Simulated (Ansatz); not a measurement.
Geometry optimisation, Ansatz, RKS BLYP/def2-SVP.

The input (input.yaml):

```yaml
crystal:
  periodic: [false, false, false]
  atoms:
    - { symbol: B, position_ang: [-0.041268, -0.50567, -0.422683] }
    - { symbol: H, position_ang: [-0.05534, 0.125134, 1.892463] }
    - { symbol: F, position_ang: [1.074399, 0.211366, -0.492182] }
    - { symbol: Cl, position_ang: [-1.581298, 0.233556, -0.953162] }
    - { symbol: O, position_ang: [0.044243, -1.819651, -0.006044] }
    - { symbol: H, position_ang: [-0.819189, -2.274, -0.039353] }
    - { symbol: H, position_ang: [-0.046848, -0.592636, 1.843461] }
basis:
  gaussian: { orbitals: def2-SVP }
hamiltonian:
  xc: blyp
relax:
  f_tol: 0.03
  max_steps: 50
```

Command:

```bash
$ ansatz run input.yaml --threads 1 --pin off --max-ram 2048MiB --backend cpu --events-out ev --progress --plain --runs-dir out
```

Problem. Where does it end, and by what steps?

Solution. It converged. The force dipped under the threshold on the way, but the program's further checks kept it going. After 48 steps the energy has fallen by 0.250 eV; H2 moved furthest, 1.73 Å.

```
step  energy less start (eV)  largest force component (eV/Å)  accepted
   0                  0.0000                           1.854       yes
   2                 -0.1697                           0.727       yes
   4                 -0.2175                           0.180       yes
   6                 -0.2217                           0.098       yes
   8                 -0.2222                           0.156       yes
  10                 -0.2238                           0.059       yes
  12                 -0.2260                           0.176       yes
  14                 -0.2274                           0.497        no
  16                 -0.2317                           0.059       yes
  18                 -0.2320                           0.460        no
  20                 -0.2392                           0.104       yes
  22                 -0.2410                           0.056       yes
  24                 -0.2436                           0.116       yes
  26                 -0.2453                           0.150       yes
  28                 -0.2440                           0.309        no
  30                 -0.2478                           0.045       yes
  32                 -0.2482                           0.049       yes
  34                 -0.2487                           0.053       yes
  36                 -0.2489                           0.048       yes
  38                 -0.2492                           0.060       yes
  40                 -0.2495                           0.031       yes
  42                 -0.2497                           0.054       yes
  44                 -0.2502                           0.022       yes
  46                 -0.2503                           0.034       yes
  48                 -0.2505                           0.025       yes
```

```xyz
7
Properties=species:S:1:pos:R:3
B -0.071 -0.496 -1.096
H 0.061 -0.563 3.478
F 1.079 0.082 -1.433
Cl -1.414 -0.498 -2.279
O -0.180 -1.060 0.134
H -1.053 -1.462 0.299
H 0.153 -0.624 2.719
```

The run took 100 s on 1 thread of Arm Neoverse V1, with other jobs on the host, peak memory 0.15 GiB.
